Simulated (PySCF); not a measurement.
Au⁺ (gold, charge +1) across methods

[Xe] 4f14 5d9 6s1, high-spin 3D determinant (an excited configuration). Computed with PySCF 2.14 in aug-cc-pwCVDZ-PP with ECP60MDF, with a scalar-relativistic core potential. The B2PLYP total includes its PT2 part (frozen core); its orbital energies are those of the SCF part.

```tsv
method	E (hartree)	mean ε 5d α (eV)	mean ε 5d β (eV)	mean ε 6s α (eV)	Σ⟨r²⟩ (bohr²)	⟨S²⟩
r2SCAN	-135.3230	-18.588	-17.320	-15.052	42.17	2.001
wB97M-V	-135.1863	-22.395	-21.341	-17.456	42.44	2.001
UHF	-134.42065	-24.421	-22.989	-17.131	42.42	2.002
LDA	-135.0464	-18.339	-17.324	-15.099	42.67	2.000
M06-2X	-135.1686	-21.841	-20.636	-16.606	42.25	2.002
PBE	-135.3025	-18.173	-17.119	-14.767	42.54	2.001
PBE0	-135.2676	-19.961	-18.826	-15.560	42.34	2.001
CAM-B3LYP	-135.2255	-21.338	-20.313	-16.802	42.52	2.000
B2PLYP	-135.0640	-21.575	-20.389	-16.147	42.44	2.001
```

Energies and moments cover only the electrons outside the core potential. Spin-orbit coupling, absent here, splits the open shell strongly.
